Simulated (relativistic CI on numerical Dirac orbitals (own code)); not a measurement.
**Er3+ (4f11) in a crystal field**

Calculated by Dirac-Coulomb-Breit CI, orbitals from a KLI potential per configuration, model QED, one configuration in a parametric crystal field, unscaled Slater integrals (own radial code). With so little scaling, terms lie 10 to 35 % too far apart, which can change the order of excited levels.

Field parameters in Wybourne normalisation; cubic f-shell fields have B⁴₄ = √(5/14) B⁴₀ and B⁶₄ = −√(7/2) B⁶₀. The field is a parameter set, without covalency.

S is read from ⟨S²⟩ = S(S + 1).

Levels (cm⁻¹, degeneracy): 0 (4), 313 (2), 543 (4), 734 (4), 924 (2), 6639 (2), 6748 (4), 6986 (4), 7037 (2), 7078 (2), 10745 (2), 10772 (4).

Which field gives this pattern?
A. Oh, B40 = -980, B60 = 530 cm⁻¹
B. Oh, B40 = -2210, B60 = -770 cm⁻¹
C. Oh, B40 = 2000, B60 = 710 cm⁻¹
D. Oh, B40 = 1890, B60 = 720 cm⁻¹

B. Oh, B40 = -2210, B60 = -770 cm⁻¹, ground level with S = 1.48.
